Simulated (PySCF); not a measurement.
A GIAO shielding run with PySCF 2.14 (density fitting, non-relativistic, gas phase) on `C[C@@H]1C[Si@@](C)(P)O[SiH2]1`, C4H13OPSi2:

```
$ OMP_NUM_THREADS=1 python probes_run.py task.json out

{"job": {"kind": "nmr", "xc": "PBE0", "basis": "pcSseg-1"}, "charge": 0, "multiplicity": 1}
C      2.769628     0.526537     0.233404
C      1.413810     0.200784    -0.382947
C      0.257445     0.812140     0.423658
Si    -1.334033    -0.137714    -0.079665
C     -2.531600    -0.490368     1.355350
P     -2.450921     0.609869    -1.881493
O     -0.623504    -1.554012    -0.535940
Si     1.006831    -1.657098    -0.593006
H      3.571794     0.114626    -0.375253
H      2.850229     0.102830     1.232426
H      2.914854     1.604160     0.307778
H      1.388580     0.650891    -1.383604
H      0.206433     1.891167     0.271240
H      0.446731     0.653554     1.487738
H     -3.555111    -0.316586     1.040082
H     -2.450301    -1.522954     1.675734
H     -2.336233     0.146414     2.211428
H     -2.942195     1.727773    -1.228327
H     -1.387741     1.321115    -2.415252
H      1.430393    -2.474291     0.539926
H      1.345989    -2.191894    -1.903748
```

Hardware: 1 thread of an Arm Neoverse V1, shared host. The job also computes population analyses, field gradients, ring-centre shieldings.

**Question.** How large is the calculation?

**Answer.** 88 electrons, 222 basis functions and 1222 auxiliary functions.

**Question.** How long does it take, and how much memory does it need?

**Answer.** 65 s of wall time, with 13 SCF cycles and 4 response iterations; peak memory 1.1 GiB. Times on a shared host scatter by some tens of per cent.
